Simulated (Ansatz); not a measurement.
`C1[SiH2]SS1` and `C[SiH]1CSS1` differ in one atom or group.

Ansatz, PBE0-D4/def2-TZVP geometries, multiplicity 1. 

```csv
property,`C1[SiH2]SS1`
size of the dipole moment (PBE/def2-TZVPP) / D,2.12
size of the dipole moment (B3LYP/def2-TZVPP) / D,2.22
LUMO energy (PBE/def2-TZVPP) / eV,-2.48
HOMO–LUMO gap (ωB97M-V/def2-TZVPP) / eV,8.77
HOMO–LUMO gap (PBE0/def2-TZVPP) / eV,4.63
size of the dipole moment (ωB97M-V/def2-TZVPP) / D,2.22
```

Q: What does the change do to each property? (Best estimate.)

A: Computed: 
```tsv
property	`C[SiH]1CSS1`	shift
size of the dipole moment (PBE/def2-TZVPP) / D	2.55	0.43
size of the dipole moment (B3LYP/def2-TZVPP) / D	2.63	0.41
LUMO energy (PBE/def2-TZVPP) / eV	-2.29	0.19
HOMO–LUMO gap (ωB97M-V/def2-TZVPP) / eV	8.78	0.01
HOMO–LUMO gap (PBE0/def2-TZVPP) / eV	4.63	0.00
size of the dipole moment (ωB97M-V/def2-TZVPP) / D	2.63	0.41
```

Dipoles are sizes alone; their direction can turn.

B3LYP here is the variant with VWN-RPA as its local correlation; programs differ in this.
